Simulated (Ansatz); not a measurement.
Basis-set extrapolation for CH7ClOSi2, SMILES `O[SiH2]C([SiH3])Cl` (PBE0-D4/def2-TZVP geometry, frozen core, Ansatz 0.2.0). Multiplicity 1, RHF reference.

|  | def2-TZVPP | def2-QZVPP |
| --- | --- | --- |
| HF | -1154.306198 | -1154.342910 |
| MP2 correlation | -0.855396 | -0.924916 |
| CCSD(T) correlation | -0.952041 | not run |

Energies in hartree. Use E(X) = E(∞) + A·exp(−7.88·√X) for Hartree–Fock and E(X) = E(∞) + B·X^(−2.97) for correlation, with X = 3 and 4, and add CCSD(T) minus MP2 of the smaller set to the MP2 limit.

Q: What is the CCSD(T) energy at the basis-set limit?

A: HF limit: -1154.342910 + (-0.036712) × 0.13774 = -1154.34797. MP2 limit: -0.924916 + (-0.069520) × 0.74074 = -0.97641. Higher-order term: -0.952041 − (-0.855396) = -0.09664. Total: -1155.42102 hartree, 427.4 kJ/mol below CCSD(T)/def2-TZVPP.
